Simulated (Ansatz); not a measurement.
Geometry optimisation, RKS PBE/def2-SVP in Ansatz.

The input (input.yaml):

```yaml
crystal:
  periodic: [false, false, false]
  atoms:
    - { symbol: S, position_ang: [-0.22434, 1.01488, -1.76507] }
    - { symbol: O, position_ang: [0.49821, 0.54685, -0.25049] }
    - { symbol: Si, position_ang: [-0.20015, -0.94351, 0.86102] }
    - { symbol: Cl, position_ang: [-0.03058, -2.54999, -0.23177] }
    - { symbol: H, position_ang: [-0.77693, 2.14431, -1.28642] }
    - { symbol: H, position_ang: [1.44616, 0.76016, -0.23613] }
    - { symbol: H, position_ang: [-1.50424, -0.32808, 1.02728] }
    - { symbol: H, position_ang: [0.79188, -0.64463, 1.88159] }
total_charge: 1
basis:
  gaussian: { orbitals: def2-SVP }
hamiltonian:
  xc: pbe
relax:
  f_tol: 0.02
  max_steps: 50
output:
  orbitals: {}
```

Command:

```bash
$ ansatz run input.yaml --threads 2 --pin off --max-ram 3072MiB --backend cpu --events-out ev --progress --plain --runs-dir out
```

Question: Where does it end, and by what steps?

Answer: The forces met the threshold. Limits of this set-up: the dipole of an ion depends on the origin. After 5 steps the energy has fallen by 0.221 eV; Si3 moved furthest, 0.12 Å.

```tsv
step	energy less start (eV)	largest force component (eV/Å)	accepted
0	0.0000	2.222	yes
1	-0.1698	0.760	yes
2	-0.2140	0.332	yes
3	-0.2200	0.159	yes
4	-0.2206	0.063	yes
5	-0.2212	0.011	yes
```

```xyz
8
Properties=species:S:1:pos:R:3
S -0.284 0.991 -1.781
O 0.493 0.531 -0.247
Si -0.170 -0.831 0.835
Cl 0.005 -2.541 -0.230
H -0.750 2.177 -1.275
H 1.461 0.727 -0.256
H -1.564 -0.353 1.006
H 0.809 -0.700 1.948
```

Time of the run: 11 s on 2 threads of Arm Neoverse V1 (shared host), peak memory 0.14 GiB.
